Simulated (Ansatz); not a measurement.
Computed with Ansatz on PBE0-D4/def2-TZVP structures; ΔE is electronic, products minus reactants. CCSD(T)/CBS adds triple-zeta CCSD(T) − MP2 to the extrapolated MP2 energy (def2 sets, frozen cores). DFT in def2-TZVPP. For Ge outer-core shells are correlated without core-valence functions, which leaves a few kJ/mol of doubt a bond. Scalar relativity is left out up to krypton. One conformer a species, not always the lowest.

Consider the cleavage of the Si–Ge bond: `B[SiH2][GeH2][SiH3]` + `NC(O)(F)F` → `OC(F)(F)N[SiH3]` + `B[SiH2][GeH3]`.

```
             level  ΔE (kJ/mol)
            r2SCAN        -20.9
SCS-MP2/def2-TZVPP        -30.7
    MP2/def2-QZVPP        -27.3
     MP2/CBS(def2)        -26.5
```

Problem. What does CCSD(T)/CBS give? (Best estimate.)

Solution. The calculation gave: -22.7 kJ/mol. The listed levels differ from it by 1.8, -8.0, -4.6, -3.8 kJ/mol.

Largest T1 diagnostic among the species: 0.013.

From PBE to PBE0 (25 % exact exchange), in def2-TZVPP and without D4, ΔE moves by −3.2 kJ/mol. In def2-TZVPP, CCSD(T) changes the Hartree–Fock value by +15.4 kJ/mol (the triples alone add +1.9 kJ/mol) and MP2 by +11.6 kJ/mol.

CCSD(T)/CBS has its own doubt, a few kJ/mol and more with outer-core shells, so smaller differences from it don't rank the levels.
